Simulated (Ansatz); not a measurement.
Consider the homolysis of the O–Si bond: `CO[Si](Cl)(Cl)[SeH]` → `C[O]`• + `Cl[Si](Cl)[SeH]`•.

Program: Ansatz. Geometries: PBE0-D4/def2-TZVP. ΔE: electronic, gas phase. CCSD(T)/CBS is the MP2 limit (def2-TZVPP, def2-QZVPP) plus CCSD(T) − MP2 in def2-TZVPP, frozen cores. DFT in def2-TZVPP. B3LYP here is the variant with VWN-RPA as its local correlation; programs differ in this. No spin–orbit coupling; open shells (•) take unrestricted orbitals. For Se outer-core shells are correlated without core-valence functions, which leaves a few kJ/mol of doubt a bond. Scalar relativity is left out up to krypton. Each species was taken in one conformer, which may not be the lowest.

```csv
level,ΔE (kJ/mol),difference from CCSD(T)/CBS
r2SCAN-D4,455.9,-50.7
PBE0-D4,462.6,-44.0
B3LYP-D4,460.9,-45.7
PBE,439.8,-66.8
r2SCAN,452.3,-54.3
B3LYP,441.3,-65.3
HF/def2-QZVPP,366.0,-140.6
MP2/def2-QZVPP,541.5,34.9
SCS-MP2/def2-QZVPP,528.2,21.6
MP2/CBS(def2),547.7,41.1
CCSD(T)/CBS,506.6,0
```

Largest T1 diagnostic among the species: 0.019.

From PBE to PBE0 (25 % exact exchange), in def2-TZVPP and without D4, ΔE moves by +11.9 kJ/mol. In def2-TZVPP, CCSD(T) changes the Hartree–Fock value by +126.3 kJ/mol (the triples alone add +8.8 kJ/mol) and MP2 by +167.4 kJ/mol; breaking electron pairs costs correlation energy, which Hartree–Fock lacks.
